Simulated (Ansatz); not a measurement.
Consider the formal exchange of groups at a C–C bond: `CC(F)OCCF` + `O[SiH2]N[SiH](O)F` → `C[Si@H](O)N[Si@@H](O)F` + `FCCOCF`.

Isolated molecules relaxed with PBE0-D4/def2-TZVP in Ansatz; ΔE leaves out vibrations. CBS: MP2 limit from def2 TZ/QZ plus the TZ coupled-cluster correction, frozen cores. Functionals use def2-TZVPP. B3LYP here is the variant with VWN-RPA as its local correlation; programs differ in this. Each species was taken in one conformer, which may not be the lowest.

| level | ΔE (kJ/mol) | difference from CCSD(T)/CBS |
| --- | --- | --- |
| PBE-D4 | -37.7 | -4.5 |
| PBE0-D4 | -37.5 | -4.3 |
| B3LYP-D4 | -35.9 | -2.7 |
| ωB97X-V | -33.0 | 0.2 |
| ωB97M-V | -36.1 | -2.9 |
| PBE | -35.5 | -2.3 |
| r2SCAN | -37.5 | -4.3 |
| PBE0 | -35.5 | -2.3 |
| HF/def2-TZVPP | -26.0 | 7.2 |
| MP2/def2-TZVPP | -35.6 | -2.4 |
| SCS-MP2/def2-TZVPP | -31.8 | 1.4 |
| CCSD/def2-TZVPP | -32.6 | 0.6 |
| HF/def2-QZVPP | -26.1 | 7.1 |
| HF/CBS(def2) | -26.1 | 7.1 |
| MP2/CBS(def2) | -35.8 | -2.6 |
| CCSD/CBS(def2) | -32.8 | 0.4 |
| CCSD(T)/CBS | -33.2 | 0 |

Largest T1 diagnostic among the species: 0.011.

The D4 term adds −3.8 kJ/mol with B3LYP and −2.0 kJ/mol with PBE0; it sums over pairs of atoms, weighted by their polarisabilities, and B3LYP, whose exchange is more repulsive, gets the larger term. In def2-TZVPP, CCSD(T) changes the Hartree–Fock value by −7.0 kJ/mol (the triples alone add −0.5 kJ/mol) and MP2 by −9.5 kJ/mol.
